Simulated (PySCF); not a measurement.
Two species compared at the same levels of theory.

First species: C4H14Si4.
SMILES: `C[Si@H]1[SiH2][Si@H](C2CC2)[SiH2]1`

Second species: C4H14Si4.
Numbering: `[CH:1]#[C:2][C@H:3]([CH3:4])[SiH2:5][SiH2:6][SiH2:7][SiH3:8]` (hydrogens: H9 on C1; H10 on C3; H11, H12, H13 on C4; H14, H15 on Si5; H16, H17 on Si6; H18, H19 on Si7; H20, H21, H22 on Si8)

Levels: wB97X-D/def2-SVPD for dipole moment, HOMO energy, LUMO energy, HOMO–LUMO gap, static isotropic polarisability and electronic spatial extent ⟨r²⟩ about the centre of nuclear charge; TDDFT wB97X-D/def2-SVPD for lowest singlet excitation; TDA wB97X-D/def2-SVPD for lowest triplet excitation (Tamm–Dancoff); ΔSCF wB97X-D/def2-SVPD for vertical ionisation energy; PBE0-D3(BJ)/def2-SVP for rotational constant A and rotational constant C. Geometries: PBE0-D3(BJ)/def2-SVP. All species are isolated and taken at one optimised geometry, non-relativistic unless stated; the electronic structure was computed with PySCF and density fitting.

The conformers computed, where there is a choice (atom-mapped SMILES and torsion angles):
- `[CH3:1][Si@H:2]1[SiH2:3][Si@H:4]([CH:5]2[CH2:6][CH2:7]2)[SiH2:8]1`: Si3–Si4–C5–C6 -21°
- `[CH:1]#[C:2][C@H:3]([CH3:4])[SiH2:5][SiH2:6][SiH2:7][SiH3:8]`: C2–C3–Si5–Si6 -57°, C3–Si5–Si6–Si7 63°, Si5–Si6–Si7–Si8 48°

```json
{"property": "dipole moment", "column X": "0.80 D", "column Y": "1.09 D"}
{"property": "HOMO energy", "column X": "-8.72 eV", "column Y": "-9.27 eV"}
{"property": "LUMO energy", "column X": "0.88 eV", "column Y": "1.38 eV"}
{"property": "HOMO–LUMO gap", "column X": "9.60 eV", "column Y": "10.65 eV"}
{"property": "lowest singlet excitation", "column X": "4.98 eV", "column Y": "6.26 eV"}
{"property": "lowest triplet excitation (Tamm–Dancoff)", "column X": "4.72 eV", "column Y": "5.32 eV"}
{"property": "static isotropic polarisability", "column X": "162.6 au", "column Y": "163.9 au"}
{"property": "vertical ionisation energy", "column X": "8.66 eV", "column Y": "9.31 eV"}
{"property": "electronic spatial extent ⟨r²⟩ about the centre of nuclear charge", "column X": "2197 bohr²", "column Y": "2465 bohr²"}
{"property": "rotational constant A", "column X": "1.525 GHz", "column Y": "1.245 GHz"}
{"property": "rotational constant C", "column X": "0.604 GHz", "column Y": "0.510 GHz"}
```

Task: Which column belongs to which species?

Result: Column X is the first species and column Y the second. The first has 22 atoms and 94 electrons, the second 22 and 94.

Task: How does each property change from the first species to the second?

Result: dipole moment +0.29 D; HOMO energy -0.55 eV; LUMO energy +0.50 eV; HOMO–LUMO gap +1.05 eV; lowest singlet excitation +1.28 eV; lowest triplet excitation (Tamm–Dancoff) +0.60 eV; static isotropic polarisability +1.3 au; vertical ionisation energy +0.65 eV; electronic spatial extent ⟨r²⟩ about the centre of nuclear charge +268 bohr²; rotational constant A -0.280 GHz; rotational constant C -0.094 GHz.

On the first: S1 lies 4.62 eV below the HOMO–LUMO gap; its leading configuration is HOMO→LUMO, weight 0.93. The polarisability is 24.09 Å³ as a volume (1 au = 0.148185 Å³), or 1.73 au for each of the 94 electrons.

On the second: The vertical singlet–triplet gap S1 − T1 is 0.94 eV (TDDFT singlet less Tamm–Dancoff triplet). The 10 singlets span 6.26 to 7.27 eV, and their oscillator strengths add up to 0.34.
